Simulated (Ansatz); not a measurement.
`CB(C)[SiH2]N` + `CB(O)S` → `COB(C)S` + `CB[SiH2]N`  (substitution at a C–B bond)

Program: Ansatz. Geometries: PBE0-D4/def2-TZVP. ΔE: electronic, gas phase. CCSD(T)/CBS is the MP2 limit (def2-TZVPP, def2-QZVPP) plus CCSD(T) − MP2 in def2-TZVPP, frozen cores. DFT in def2-TZVPP. Each species was taken in one conformer, which may not be the lowest.

```csv
level,ΔE (kJ/mol)
BHLYP-D4,89.1
ωB97M-V,95.0
```

Question: What does CCSD(T)/CBS give? (Estimate.)

Answer: Ansatz gave: +94.5 kJ/mol. The listed levels differ from it by -5.4, 0.5 kJ/mol.

Largest T1 diagnostic among the species: 0.012.

At CCSD(T), def2-SVP lies −8.3 kJ/mol from the extrapolated value and def2-TZVPP −1.9 kJ/mol. In def2-TZVPP, CCSD(T) changes the Hartree–Fock value by +12.6 kJ/mol (the triples alone add +0.9 kJ/mol) and MP2 by +18.1 kJ/mol.
